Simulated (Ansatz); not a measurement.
A nudged elastic band was laid between two geometries of CH3NOSi (7 atoms, charge 0, multiplicity 1).

Computed with Ansatz, RKS B3LYP/cc-pVDZ.

```yaml
movable_images: 7
climbing_image: yes
spring: 5.0 eV/Å²
optimiser: quadratic models (default)
start_path: through a guess of the saddle point
force_threshold: 0.03 eV/Å
iteration_limit: 46
end_points: relaxed
```

First end point:

```xyz
7
Properties=species:S:1:pos:R:3
N -1.099 -1.587 -0.415
C -0.315 -0.669 -0.063
O 0.771 -0.743 0.777
Si 0.582 0.920 0.199
H -1.813 -1.217 -1.051
H 0.202 1.902 1.249
H 1.672 1.393 -0.696
```

Last end point:

```xyz
7
Properties=species:S:1:pos:R:3
N -1.421 -1.028 -0.806
C -0.479 -0.404 -0.257
O 0.548 -0.764 0.615
Si 0.626 0.961 0.221
H -1.398 -2.022 -0.524
H 0.327 1.883 1.348
H 1.797 1.374 -0.596
```

Problem. What changes between the two ends?

Solution. No bond is made or broken. The dihedral H5–N1–C2–O3 changes from 180 to 0° by way of a nearly straight angle H5–N1–C2 (up to 172°), not by a turn about the bond.

Problem. Give the energies along the band, and the barrier.

Solution. The run converged. The highest image is number 4 of 0 to 8, 0.93 eV above the first end and 0.92 eV above the last; the last end lies 0.01 eV above the first. A vibrational analysis at the climbing image gives one clearly imaginary mode, 969i cm⁻¹: a first-order saddle point.

| image | path coordinate (Å) | energy (eV) | angle H5–N1–C2 (°) |
| --- | --- | --- | --- |
| 0 | 0.00 | 0.00 | 110 |
| 1 | 0.25 | 0.06 | 117 |
| 2 | 0.49 | 0.25 | 129 |
| 3 | 0.74 | 0.65 | 151 |
| 4 | 0.98 | 0.93 | 172 |
| 5 | 1.21 | 0.70 | 152 |
| 6 | 1.44 | 0.32 | 132 |
| 7 | 1.67 | 0.08 | 119 |
| 8 | 1.90 | 0.01 | 110 |

Problem. What is the geometry of the highest image?

Solution. 
```xyz
7
Properties=species:S:1:pos:R:3
N -1.239 -1.286 -0.556
C -0.370 -0.547 -0.145
O 0.746 -0.704 0.639
Si 0.596 1.033 0.221
H -1.868 -1.919 -0.995
H 0.384 1.893 1.425
H 1.751 1.529 -0.588
```

Problem. What are the harmonic wavenumbers there?

Solution. 969i, 211, 330, 363, 392, 558, 627, 714, 741, 952, 1033, 1966, 2182, 2210, 3906 cm⁻¹.

The band took 21 iterations and of the order of 5 core-minutes.

Time of the run: 5.3 min on 1 thread of Arm Neoverse V2, on a shared host, peak memory 0.14 GiB.
